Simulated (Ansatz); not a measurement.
The Si2–Cl1 bond of Cl2H2Si (SMILES Cl[SiH2]Cl) is stretched (multiplicity 1, the rest rigid).
Geometry at rest (charge 0, multiplicity 1):
```xyz
5

Cl    -1.676     0.434    -0.004
Si    -0.011    -0.766     0.024
Cl     1.688     0.383    -0.022
H     -0.017    -1.541     1.273
H     -0.031    -1.617    -1.175
```

Frozen-core correlation.

The values were computed with Ansatz (Gaussian orbitals). Each number belongs to the level named beside it.

Energies above the point at 2.052 Å (the B3LYP-D3(BJ) bond length), FIC-MRCISD+Q on CASSCF(6,4)/cc-pV(T+d)Z (kcal/mol): 12.11 at 1.847 Å; 7.40 at 2.257 Å; 108.24 at 6.567 Å.

Take the last value as the depth D of a Morse curve D(1 − e^(−a(R − R₀)))², fit a and R₀ to the two near points, and test it at 2.770 and 3.591 Å.


With D = 108.2, both near points (counted from the curve's value at 2.052 Å) are met by a = 1.44 Å⁻¹ and R₀ = 2.047 Å, so k = 2Da² = 450 kcal/(mol Å²). The curve then gives 45.4 and 86.1 kcal/mol; the level itself gives 46.6 and 93.2, so Morse is off by -1.2 and -7.1.

Doubts at one or more of the structures used: active orbitals that take no part (FIC-MRCISD+Q on CASSCF(6,4)/cc-pV(T+d)Z).

Ansatz is an electronic-structure program.
